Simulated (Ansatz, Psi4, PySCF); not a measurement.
C$_{2}$H$_{5}$ (SMILES [CH2]C), doublet, at a GFN2-xTB geometry. Base run: PBE/6-31G* (PySCF).

PySCF was given this input:
```python
from pyscf import gto, scf, dft

mol = gto.M(
    atom='''
C    -0.026147   -0.685649   -0.014718
C     0.009148    0.784300    0.016539
H     0.988175   -1.110004   -0.015687
H    -0.530880   -1.086909    0.864356
H    -0.521552   -1.050091   -0.914004
H     0.109216    1.306098    0.947834
H     0.057037    1.348999   -0.893424
''',
    basis='6-31g*',
    charge=0,
    spin=1,
    verbose=4,
)

mf = dft.UKS(mol)
mf.xc = 'pbe'
mf.kernel()
```

The same geometry, method and basis name were run in Ansatz (an electronic-structure program) and Psi4 and PySCF, at each program's defaults and at the settings that a row names. The base is PySCF at its defaults. Differences at the defaults can come from grids, fitting, cores and function types together.

```csv
code and settings,ΔE vs base (mEh),basis functions,E (Eh),SCF cycles,dipole (D)
"PySCF, defaults (exact integrals, its default grid, spherical functions)",0.000,38,-79.02779,9,0.28
"Psi4, defaults (density fitting with its default set, its default grid, Cartesian functions)",-1.772,40,-79.02957,9,0.28
"Ansatz, defaults (factorised integrals, its default grid, Cartesian functions)",-1.739,40,-79.02953,-,-
"PySCF, density fitting with def2-universal-jkfit",-0.055,38,-79.02785,9,0.28
"PySCF, fine grid",0.001,38,-79.02779,9,0.28
"Psi4, exact integrals, spherical functions, fine grid",0.001,38,-79.02779,11,0.28
"Ansatz, high accuracy, Cartesian functions as the basis file defines them",-1.737,40,-79.02953,-,-
```

Open shells are given as the SCF converged; they aren't shown to be the lowest states, and a large step between rows can be another state.
